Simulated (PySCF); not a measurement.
UHF on Ir (iridium, neutral)

Configuration: [Xe] 4f14 5d7 6s2, high-spin 4F determinant. Computed with PySCF 2.14 in aug-cc-pVDZ-PP with ECP60MDF (5s5p4d2f, 54 functions), with scalar relativity through the core potential.

- Total energy: -103.622435 hartree
- One-electron energy: -179.9901 hartree
- Hartree (Coulomb) energy: 86.0350 hartree
- Exchange energy: -9.6673 hartree
- ⟨S²⟩: 3.7652
- ⟨L²⟩: 12.035
- Sum of ⟨r⟩: 27.09 bohr
- Sum of ⟨r²⟩: 57.15 bohr²
- Time after the integrals: 0.24 s of wall time on 1 thread of Neoverse-V2 (shared host)

```
shell  electrons  mean orbital energy (eV)  spread (eV)  rms radius, mean of both spins (bohr)
 5s α          1                   -117.07            0                                   1.06
 5s β          1                   -112.76            0                                   1.06
 5p α          3                   -70.097            0                                   1.23
 5p β          3                   -64.117            0                                   1.23
 5d α          5                   -14.004        0.984                                   1.83
 5d β          2                   -11.473            0                                   1.83
 6s α          1                    -8.875            0                                   3.35
 6s β          1                    -7.331            0                                   3.35
```

Energies and moments cover only the electrons outside the core potential. Spin-orbit coupling, absent here, splits the open shell strongly.
